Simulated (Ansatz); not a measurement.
Abridged output of a molecular run in Ansatz:

```
Functional definition: HF
1748 factors; integrals over basis functions are off by at most 1.1e-3 eV
mean field evaluation 1: about -63862.5224 eV, gradient 2.9e1 eV
mean field evaluation 2: about -63862.7617 eV, gradient 2.9e1 eV
mean field evaluation 4: about -63865.9633 eV, gradient 5.9e0 eV
mean field evaluation 8: about -63866.0917 eV, gradient 3.9e-1 eV
mean field evaluation 16: about -63866.0934 eV, gradient 1.4e-6 eV
mean field -63866.09341954 eV, -2347.0356431752 hartree, gradient 1.4e-6 eV, S^2 0.000000; 0 other end points of the search recorded, 0 dependent functions left out; unrestricted orbitals would lower it
17 core orbitals not correlated: weight in the atoms' cores, before any rotation towards them, 1.000 or more for the frozen orbitals, at most 0.000 for the correlated occupied ones
reference -63866.09341954 eV, -2347.0356431752 hartree; 19, 19 occupied and 259, 259 virtual orbitals, 1748 factors
second order -24.22196698 eV of doubles, -0.00000000 eV of singles
cycle   1  -24.59796474 eV  change   -3.8e-1 eV  update   1.3e-1
cycle   2  -25.45126892 eV  change   -8.5e-1 eV  update   4.3e-2
cycle   3  -25.60273636 eV  change   -1.5e-1 eV  update   2.3e-2
cycle   4  -25.58810449 eV  change    1.5e-2 eV  update   6.3e-3
cycle   5  -25.58754381 eV  change    5.6e-4 eV  update   3.8e-3
cycle   6  -25.58801299 eV  change   -4.7e-4 eV  update   1.4e-3
cycle   7  -25.58750110 eV  change    5.1e-4 eV  update   9.5e-4
cycle   8  -25.58755611 eV  change   -5.5e-5 eV  update   4.5e-4
cycle   9  -25.58764735 eV  change   -9.1e-5 eV  update   1.8e-4
cycle  10  -25.58758340 eV  change    6.4e-5 eV  update   7.3e-5
cycle  11  -25.58759940 eV  change   -1.6e-5 eV  update   2.8e-5
perturbative correction -1.11746800 eV, -0.0410661916 hartree
Total energy: -63892.79848694 eV, -2348.0170363007 hartree
```

Its atoms:

Z-matrix (Å, degrees):
```
C
N 1 1.446
H 1 1.094 2 112.2
H 1 1.092 2 109.1 3 121.4
H 1 1.092 2 108.7 3 -121.0
C 2 1.263 1 119.4 3 1.5
Ga 2 2.273 1 114.4 3 -175.7
H 6 1.092 2 122.2 1 -0.5
H 6 1.087 2 119.5 1 179.3
Si 7 2.590 2 78.7 1 -95.1
H 10 1.505 7 114.1 2 47.8
H 10 1.497 7 120.9 2 174.4
H 10 1.506 7 106.5 2 -65.9
```

(1) Which basis set was used?
A. cc-pV(Q+d)Z
B. cc-pV(D+d)Z
C. def2-QZVPP
D. def2-TZVPP

(2) Write the keys of the input that set method, charge and spin (a neutral closed shell needs none for the last two).

Answers

(1) D. It gives 295 functions.

(2) 
```yaml
correlation: {method: ccsd_t}
```
